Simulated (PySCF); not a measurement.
Correlation energy of In+ (indium, charge +1)

[Kr] 4d10 5s1 5d1, high-spin 3D determinant (an excited configuration). Calculation: PySCF 2.14, in aug-cc-pwCVTZ-DK3; the spin-free X2C one-electron Hamiltonian (Gaussian nucleus). Frozen: [Kr] 4d10; 2 electrons correlated.

With two correlated electrons CCSD is exact within the correlated space (frozen core and kept virtual orbitals).

| level | correlation energy (mhartree) |
| --- | --- |
| CCSD | -6.69 |

Diagnostics: T1 = 0.012, D1 = 0.0242, largest double amplitude 0.050.

The outer electron is Rydberg-like, and this basis confines it to a smaller radius and binds it less than a complete one would.

Cost of the coupled-cluster step: about 24 core-seconds, for 2 correlated electrons.
